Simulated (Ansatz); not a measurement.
Relaxation of BeSi₄⁻ with UKS PBE-D4/def2-SVPD.

```sh
$ ansatz run in.yaml --threads 4 --pin off --events-out ev --progress --plain --max-ram 4787MiB
```

```yaml
crystal:
  periodic: [false, false, false]
  atoms:
    - {symbol: Be, position_ang: [0.629380, -1.510420, -0.449240]}
    - {symbol: Si, position_ang: [-0.158400, 0.572190, -1.303980]}
    - {symbol: Si, position_ang: [-0.615380, 1.406450, 0.927670]}
    - {symbol: Si, position_ang: [-1.262860, -0.771600, 0.340190]}
    - {symbol: Si, position_ang: [1.407250, 0.303380, 0.485350]}
basis:
  gaussian: {orbitals: def2-SVPD}
total_charge: -1
magnetization: {spin_polarized: true, initial_magnetization: 1}
hamiltonian: {xc: pbe, dispersion: d4}
scf: {lower_state_search: "off"}
output: {orbitals: {seedname: orbitals}}
relax: {f_tol: 0.02, max_steps: 100}
```

Hardware: 4 threads of Arm Neoverse V2 on a shared host. Wall time 16 s.

Positions (Å) and forces (eV/Å) at steps 1, 2, 3, 4, 5, 6, 7, 10 of 10:

```xyz
5
step=1 energy=-31884.3874 eV
Be    0.629   -1.510   -0.449   -0.092    0.330   -0.454
Si   -0.158    0.572   -1.304    0.135   -0.213   -1.013
Si   -0.615    1.406    0.928   -0.088    0.169    0.248
Si   -1.263   -0.772    0.340   -0.833   -0.475    0.566
Si    1.407    0.303    0.485    0.878    0.188    0.654
5
step=2 energy=-31884.5518 eV
Be    0.601   -1.433   -0.478   -0.007    0.083   -0.323
Si   -0.136    0.521   -1.333    0.061   -0.062   -0.688
Si   -0.603    1.375    0.924   -0.051    0.104    0.134
Si   -1.338   -0.797    0.367   -0.069   -0.085    0.437
Si    1.477    0.335    0.520    0.066   -0.040    0.440
5
step=3 energy=-31884.5601 eV
Be    0.579   -1.363   -0.587   -0.123    0.338   -0.239
Si   -0.138    0.550   -1.530    0.147   -0.528    1.188
Si   -0.611    1.403    0.875    0.113   -0.235   -0.348
Si   -1.276   -0.842    0.547    0.101    0.281   -0.291
Si    1.445    0.252    0.694   -0.239    0.143   -0.310
5
step=4 energy=-31884.6241 eV
Be    0.598   -1.411   -0.578   -0.028    0.070    0.006
Si   -0.119    0.478   -1.350   -0.087    0.274   -0.422
Si   -0.616    1.409    0.913    0.005    0.014   -0.164
Si   -1.309   -0.791    0.433    0.006   -0.199    0.288
Si    1.445    0.316    0.583    0.103   -0.158    0.292
5
step=5 energy=-31884.6240 eV rejected
Be    0.599   -1.399   -0.678   -0.201    0.524   -0.149
Si   -0.143    0.542   -1.369    0.063   -0.187    0.208
Si   -0.655    1.520    0.801    0.194   -0.428   -0.392
Si   -1.157   -0.837    0.555   -0.601   -0.185    0.135
Si    1.356    0.173    0.691    0.545    0.276    0.197
5
step=6 energy=-31884.6897 eV
Be    0.586   -1.373   -0.625   -0.022    0.066   -0.100
Si   -0.132    0.514   -1.376   -0.003    0.000    0.037
Si   -0.622    1.436    0.835    0.001    0.014   -0.125
Si   -1.264   -0.830    0.510   -0.008   -0.048    0.092
Si    1.432    0.253    0.656    0.032   -0.032    0.095
5
step=7 energy=-31884.7001 eV
Be    0.577   -1.343   -0.687   -0.002   -0.011    0.094
Si   -0.138    0.529   -1.374   -0.013    0.024    0.061
Si   -0.633    1.471    0.765    0.008   -0.019    0.004
Si   -1.218   -0.857    0.577    0.020    0.009   -0.079
Si    1.412    0.200    0.719   -0.014   -0.003   -0.080
5
step=10 energy=-31884.7032 eV
Be    0.579   -1.351   -0.666    0.000    0.001   -0.001
Si   -0.139    0.528   -1.360    0.001   -0.003   -0.002
Si   -0.631    1.466    0.776   -0.002    0.004    0.003
Si   -1.230   -0.854    0.553   -0.004   -0.003    0.000
Si    1.420    0.211    0.697    0.005    0.001    0.000
```

The structure comes from a short search, and lower isomers may exist.
